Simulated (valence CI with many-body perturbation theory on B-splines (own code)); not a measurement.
**Hf XXXIV in brief**

Method: configuration interaction combined with many-body perturbation theory (CI+MBPT): three valence electrons over a frozen Dirac-Fock core [Kr], a basis of 7 s, 7 p, 8 d, 6 f, 4 g, 1 h functions for each j, with the one-electron correlation potential Σ1, the two-electron term Σ2, the three-electron term Σ3, Breit, model QED; selected CI, second order for the rest, scaled by the run's own slope (own B-spline code, finite nucleus).

The last digits are not significant, and no measured levels were compared; by estimate large intervals hold to a few tenths of a per cent, small ones and those within an open d or f shell to about a per cent. Only levels of the ground parity were solved; by the run's estimate the other parity begins above the list, which can be wrong where configurations are misplaced.

Levels are named by their leading jj configuration (3d3/2^4 stands for four electrons in 3d with j = 3/2), which in mixed levels can hold well under half, so a name can repeat and another be missing.

Rates and lifetimes use the calculated energies. Strong lines usually hold to 10 to 20 %, long lifetimes can be off by a factor of two.

(1) What is the ground level?

(2) What is the ionisation energy?

(3) Name the longest-lived excited levels whose lifetime is computed, and their main decay.

(4) How well does LS coupling describe the low levels?

Answers

(1) (4d3/2^3) J=3/2, composition 52 % 4d³ ⁴F + 35 % 4d³ ²D + 9 % 4d³ ²P, g = 0.675.

(2) 1363.6 eV; NIST lists 1362 ± 5 eV (theoretical).

(3) (4d3/2^2 4d5/2) J=9/2 at 16.632 eV lives 2.91 s, mostly by M1 to (4d3/2^2 4d5/2) J=7/2.

(4) Among the lowest 19 levels the leading LS term, summed over configurations, holds 58 % on average. For single configurations the figures are 58 % in LS and 94 % in jj coupling. Terms mix most in the J = 3/2 level at 14.996 eV, where the leading one holds 40 %.
